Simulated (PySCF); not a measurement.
# Pb(OH)2: fields on a plane

Computed with TPSS in PySCF with Pb def2-TZVP with ECP60, O def2-TZVP, H def2-TZVP; scalar-relativistic core potentials, no spin–orbit coupling; density-fitted integrals.

The singlet minimum has O–H 0.971 Å (×2), Pb–O 2.115 Å (×2); H–O–Pb 114.9° (×2), O–Pb–O 99.8°.

The plane holds Pb1 at (0.00, 0.00), O2 at (2.12, 0.00), O3 at (-0.36, 2.08), H4 at (2.52, 0.88), H5 at (0.44, 2.64) Å. Columns run from x = -2.25 to 4.95 Å, rows from y = 4.95 (top) to -1.95 Å, in steps of 0.3 Å. Other isomers or separated fragments may lie lower. Core electrons replaced by a potential are absent, the electrostatic potential uses the reduced nuclear charge, and values within about 0.7 Å of such atoms have no physical meaning.

Problem. Give the electrostatic potential (V) (cut at 20 V). Every second row and column.

Solution. 
```
-0.4 -0.4 -0.4 -0.2  0.0  0.1  0.2  0.2  0.2  0.2  0.2  0.1  0.1
-0.6 -0.7 -0.6 -0.4  0.1  0.4  0.5  0.4  0.4  0.3  0.2  0.2  0.1
-0.8 -1.1 -1.2 -0.6  0.7  1.4  1.1  0.7  0.5  0.4  0.3  0.2  0.1
-1.2 -1.8 -2.0  0.2  5.6  6.7  2.2  1.1  0.7  0.6  0.4  0.3  0.2
-1.3 -2.2  0.8 20.0 20.0 20.0  2.8  1.3  1.1  0.8  0.5  0.3  0.2
-1.0 -1.6  6.6 20.0 20.0  3.4  1.7  1.7  2.2  1.6  0.7  0.3  0.1
-0.3 -0.1  2.1 10.0  7.2  3.5  1.7  3.6 11.1  3.7  0.9  0.2  0.1
 0.5  1.7  7.4 20.0 20.0 15.7  3.7 10.3 20.0  4.6  0.4  0.0 -0.1
 0.8  2.7 14.9 20.0 20.0 20.0  9.5 20.0 20.0  0.6 -0.7 -0.5 -0.3
 0.8  2.2 10.9 20.0 20.0 20.0  6.3 20.0 11.2 -1.8 -1.4 -0.8 -0.4
 0.7  1.3  3.7 10.8 14.6  7.4  1.6 -0.6 -2.1 -2.2 -1.4 -0.8 -0.5
 0.5  0.7  1.3  2.1  2.6  1.9  0.4 -0.8 -1.5 -1.4 -1.0 -0.7 -0.5
```

Problem. Give the electron localisation function (set to 0 where the density is under 0.005 e/Å³). Every second row and column.

Solution. 
```
0.00 0.00 0.00 0.00 0.00 0.00 0.00 0.00 0.00 0.00 0.00 0.00 0.00
0.00 0.00 0.00 0.00 0.00 0.00 0.00 0.00 0.00 0.00 0.00 0.00 0.00
0.00 0.00 0.09 0.06 0.15 0.42 0.00 0.00 0.00 0.00 0.00 0.00 0.00
0.00 0.27 0.52 0.46 0.75 0.88 0.66 0.00 0.00 0.00 0.00 0.00 0.00
0.00 0.49 0.86 0.80 0.94 0.97 0.49 0.00 0.00 0.00 0.00 0.00 0.00
0.00 0.37 0.83 0.25 0.76 0.49 0.03 0.02 0.47 0.45 0.00 0.00 0.00
0.00 0.05 0.36 0.71 0.52 0.15 0.05 0.53 0.94 0.77 0.19 0.00 0.00
0.00 0.08 0.21 0.33 0.47 0.24 0.36 0.75 0.99 0.72 0.10 0.00 0.00
0.29 0.59 0.46 0.78 0.03 0.45 0.67 0.11 0.75 0.47 0.07 0.00 0.00
0.54 0.76 0.50 0.63 0.77 0.36 0.45 0.80 0.90 0.63 0.14 0.00 0.00
0.00 0.78 0.69 0.49 0.47 0.35 0.08 0.52 0.66 0.44 0.00 0.00 0.00
0.00 0.62 0.77 0.77 0.70 0.28 0.01 0.05 0.13 0.00 0.00 0.00 0.00
```

No spin–orbit coupling is included, which matters more the heavier the element.
